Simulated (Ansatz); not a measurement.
`C#C[SiH](O)F` + `C=N` → `C=N[SiH](O)F` + acetylene at 600 K and 1 bar (ligand exchange at the Si–C bond).

Gas-phase electronic energies from Ansatz, PBE0-D4/def2-TZVP geometries. CBS: MP2 limit from def2 TZ/QZ plus the TZ coupled-cluster correction, frozen cores. This one scheme is used for every species. Each species was taken in one conformer, which may not be the lowest.

| species | CCSD(T)/CBS energy (Eh) | H − E (kJ/mol) | S (J/(mol·K)) |
| --- | --- | --- | --- |
| `C#C[SiH](O)F` | -542.02392 | 174.3 | 408.0 |
| `C=N` | -94.52360 | 129.6 | 259.4 |
| `C=N[SiH](O)F` | -559.32434 | 206.4 | 425.0 |
| `C#C` | -77.22717 | 96.2 | 235.4 |

H − E and S are ideal-gas, rigid-rotor, harmonic terms from PBE0-D4/def2-TZVP, for one conformer and one mirror image of each species. 1 Eh = 2625.50 kJ/mol, R = 8.31446 J/(mol·K).

Q: By hand: ΔE, ΔH, ΔS and ΔG.

A: ΔE = (-559.32434) + (-77.22717) − (-542.02392) − (-94.52360) = -0.00399 Eh = -10.5 kJ/mol. Δ(H − E) = 206.4 + 96.2 − 174.3 − 129.6 = -1.3, so ΔH = -11.8 kJ/mol. ΔS = 425.0 + 235.4 − 408.0 − 259.4 = -7.0 J/(mol·K). ΔG = -11.8 − 600 × (-7.0)/1000 = -7.6 kJ/mol.

Q: By hand: the equilibrium constant, and the temperature at which ΔG would vanish if ΔH and ΔS stayed fixed.

A: log₁₀ K = −ΔG/(RT ln 10) = 0.7. ΔG = 0 at ΔH/ΔS = 1686 K, though so small a ΔS makes that figure unsure.

TΔS isn't small against ΔH here. A doubt of 5 kJ/mol in ΔE shifts log₁₀ K by 0.4 here. Other conformers and mirror images would add mixing entropy, several J/(mol·K) or more a flexible species. Modes under 60 cm⁻¹, often nearly free rotors, make the harmonic entropy too high. These are equilibria of isolated gas molecules and say nothing of rates. Largest T1 diagnostic: 0.013 (customary marks: 0.02 for closed shells, 0.045 for open ones).
